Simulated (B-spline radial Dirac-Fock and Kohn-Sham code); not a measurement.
**Ag²⁹⁺: eigenvalues, ΔSCF and the reference**

System: Ag²⁹⁺ in the configuration [Ne] 3s2 3p6.

The density-functional columns are spherical, spin-unpolarised Dirac-Kohn-Sham results without Breit or QED terms: −ε is minus the orbital energy of the initial state and ΔSCF the difference of two total energies. The reference in the last column comes from Dirac-Fock energy differences between relaxed states, corrected for Breit and QED terms. All numbers are from a radial finite-basis atomic code, in eV; a selection of levels is shown. The Kohn-Sham columns are given as differences from the reference. For the 1s level of heavy atoms much of the gap between ΔSCF and the reference is the Breit and QED part, -79.6 eV here; for other levels the error of the functional can be larger.

```
     level  LDA −ε − DF  LDA ΔSCF − DF  Dirac-Fock
    K (1s)       -273.1          +70.3     26973.4
   L1 (2s)       -119.3          -38.1      5235.1
L2 (2p1/2)        -92.3           +4.0      4957.9
L3 (2p3/2)        -93.8           -1.4      4781.9
   M1 (3s)        -50.4          -16.2      1897.4
M2 (3p1/2)        -31.5           +4.3      1787.4
M3 (3p3/2)        -32.0           +2.9      1747.1
```

For the outermost level NIST gives 1747 ± 5 eV (semi-empirical); the differences from it are LDA −ε -31.93, LDA ΔSCF +2.96, Dirac-Fock +0.10 eV.

Values without a named source are computed, but for edge energies of neutral atoms, which are taken from tables.
